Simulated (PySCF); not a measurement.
B(Cl)(Me)(NMe2) (C₃H₉BClN), SMILES CB(Cl)N(C)C. Atoms are numbered in the order given.

```xyz
15

B      0.4391     0.3327     0.0000
Cl    -0.5864     1.8173     0.0000
C      2.0078     0.5254     0.0000
H      2.4705     0.0551     0.8852
H      2.4705     0.0551    -0.8852
H      2.2898     1.5871     0.0000
N     -0.1919    -0.9204     0.0000
C     -1.6285    -1.1407     0.0000
C      0.5613    -2.1633     0.0000
H     -1.9347    -1.7186     0.8910
H     -1.9347    -1.7186    -0.8910
H     -2.1639    -0.1855     0.0000
H      0.3176    -2.7718    -0.8902
H      0.3176    -2.7718     0.8902
H      1.6404    -1.9746     0.0000
```

Geometry optimised at B3LYP-D3(BJ)/def2-SVP. Other conformers were not sampled.

Level of theory: r2SCAN/def2-TZVP run with PySCF.

Computed frontier levels, gap, dipole moment and polarisability:
```yaml
highest_occupied_level: -6.20 eV
lowest_empty_level: -0.10 eV
orbital_gap: 6.09 eV
dipole_moment: 2.71 D
quadrupole, principal values (traceless, Buckingham form, about the centre of nuclear charge): -1.54, -0.86, 2.40 D·Å
mean_static_polarisability: 73.0 bohr³ (10.82 Å³)
polarisability_principal_values: 56.1, 75.8, 87.1 bohr³
```
